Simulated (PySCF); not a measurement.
Computed IR spectrum (relative IR intensity) of a molecule C₂H₇NOSi. Geometry optimised at PBE-D3(BJ)/def2-SVP. Other conformers were not sampled. Method: PySCF with PBE-D3(BJ)/def2-SVP. Frequencies are harmonic and unscaled.

Lines under 2 % of the strongest are left out, and lines within 2 cm⁻¹ are merged.

ν (cm⁻¹): 358 (m), 367 (w), 420 (m), 658 (m), 678 (m), 749 (w), 824 (vw), 904 (m), 907 (m), 916 (vs), 995 (w), 1078 (m), 1154 (w), 1348 (m), 1400 (vw), 1715 (s), 2110 (s), 2179 (s), 2844 (m), 2931 (w), 2991 (w), 3701 (w) (against the strongest line: vs over 80 %, s over 45 %, m over 15 %, w over 4 %, vw less)

Question: Which structure fits?
A. OC/C=N/[SiH3]
B. C/C=N/[SiH2]O
C. C/N=C/O[SiH3]
D. C=CO[SiH2]N

Answer: A, OC/C=N/[SiH3]
